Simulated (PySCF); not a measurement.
C3H5ClSi, SMILES C#C[Si@@H](C)Cl.

Geometry optimised at B3LYP-D3(BJ)/def2-SVP. The structure was generated by enumeration; whether it is a known compound was not checked.

Two levels are set side by side: TDA-PBE/def2-SVPD (PySCF) and TDA-PBE0/def2-SVPD (PySCF). Vertical, same geometry. The lowest singlet is HOMO→LUMO 98 % with PBE and HOMO→LUMO 83 % with the other functional; states are paired by order. Differences are taken from unrounded values.

```csv
quantity,TDA-PBE0,TDA-PBE,TDA-PBE minus TDA-PBE0
lowest singlet excitation (eV),5.86,5.64,-0.22
lowest triplet excitation (TDA) (eV),4.75,4.81,0.06
first bright state (f over 0.05) (eV),7.50,7.20,-0.30
its oscillator strength,0.08,0.09,0.01
```

Functionals without exact exchange tend to place singlet excitations lower, as here. Differences between two approximate levels are no errors against the true value.

Rough cost on one machine, each run with all the roots and properties that it gave: TDA-PBE0 against TDA-PBE about 2 times.
